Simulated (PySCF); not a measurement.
## C5H12Si: calculation and literature

Molfile (atoms numbered from 1):
```
C5H12Si
     RDKit          3D

 18 17  0  0  0  0  0  0  0  0999 V2000
    2.1720    0.9424   -0.9786 C   0  0  0  0  0  0  0  0  0  0  0  0
    1.4420    0.7758    0.1210 C   0  0  0  0  0  0  0  0  0  0  0  0
   -0.2195   -0.0785    0.1775 Si  0  0  0  0  0  4  0  0  0  0  0  0
   -1.4992    1.1275    0.8284 C   0  0  0  0  0  0  0  0  0  0  0  0
   -0.6886   -0.6524   -1.5424 C   0  0  0  0  0  0  0  0  0  0  0  0
   -0.1115   -1.5480    1.3371 C   0  0  0  0  0  0  0  0  0  0  0  0
    3.1338    1.4484   -0.9695 H   0  0  0  0  0  0  0  0  0  0  0  0
    1.8390    0.5772   -1.9465 H   0  0  0  0  0  0  0  0  0  0  0  0
    1.8464    1.1739    1.0530 H   0  0  0  0  0  0  0  0  0  0  0  0
   -2.4831    0.6555    0.8971 H   0  0  0  0  0  0  0  0  0  0  0  0
   -1.5861    1.9983    0.1739 H   0  0  0  0  0  0  0  0  0  0  0  0
   -1.2301    1.4851    1.8258 H   0  0  0  0  0  0  0  0  0  0  0  0
   -0.7780    0.1880   -2.2351 H   0  0  0  0  0  0  0  0  0  0  0  0
   -1.6517   -1.1694   -1.5206 H   0  0  0  0  0  0  0  0  0  0  0  0
    0.0515   -1.3485   -1.9451 H   0  0  0  0  0  0  0  0  0  0  0  0
    0.1970   -1.2371    2.3388 H   0  0  0  0  0  0  0  0  0  0  0  0
   -1.0797   -2.0482    1.4268 H   0  0  0  0  0  0  0  0  0  0  0  0
    0.6152   -2.2800    0.9761 H   0  0  0  0  0  0  0  0  0  0  0  0
  1  2  2  0
  2  3  1  0
  3  4  1  0
  3  5  1  0
  3  6  1  0
  1  7  1  0
  1  8  1  0
  2  9  1  0
  4 10  1  0
  4 11  1  0
  4 12  1  0
  5 13  1  0
  5 14  1  0
  5 15  1  0
  6 16  1  0
  6 17  1  0
  6 18  1  0
M  END
```

Theory: σ from GIAO-B97-2/pcSseg-2, PBE0-D3(BJ)/def2-TZVP geometry, in PySCF (a single conformation, no relativistic terms, fast rotation and ring inversion assumed for equivalent nuclei, in vacuum).

Reference values: measured (solution, not stated per compound (mostly CDCl3 or CCl4); Pretsch, Buehlmann, Badertscher, Structure Determination of Organic Compounds, 4th ed. (2009)).
| atoms | quantity | reference | computed | computed, scaled |
| --- | --- | --- | --- | --- |
| H9 | δ 1H | 6.11 | 6.59 | 6.32 |
| H7 | δ 1H | 5.88 | 6.31 | 6.06 |
| H8 | δ 1H | 5.63 | 6.02 | 5.79 |

Reference values: estimated from measurements, as parent shift plus tabulated substituent increment (solution, not stated per compound (mostly CDCl3 or CCl4); Pretsch, Buehlmann, Badertscher, Structure Determination of Organic Compounds, 4th ed. (2009)).
```tsv
atoms	quantity	reference	computed	computed, scaled
C2	δ 13C	140.2	150.1	142.8
C1	δ 13C	130.0	139.6	132.7
```

Computed shifts are σ(ref) − σ with the named reference compound (TMS for H and C) calculated as an isolated molecule at the same level. The measured values may be among those fitted. Expected solution values come from regression of measured δ (H and C: mostly CDCl3, vs TMS) on computed σ: 13C: δ = 176.83 − 0.965σ (rms 2.0 ppm, 507 shifts, 2.1 ppm with the 1 outlier that the fit left out); 1H: δ = 29.81 − 0.938σ (rms 0.14 ppm, 293 shifts, 0.16 ppm with the 4 outliers that the fit left out). A few per cent of atoms miss by over 2 rms, more outside the fitted compound classes.

(1) How far are the unscaled 1H shifts from the references?

(2) How far are the unscaled 13C shifts from the references?

## Answers

(1) Mean signed difference +0.43 ppm, mean absolute 0.43 ppm over 3 comparisons; the largest is +0.48 ppm at H9 (hydrogen on an alkene CH).

(2) Mean signed difference +9.75 ppm, mean absolute 9.75 ppm over 2 comparisons; the largest is +9.9 ppm at C2 (alkene CH).
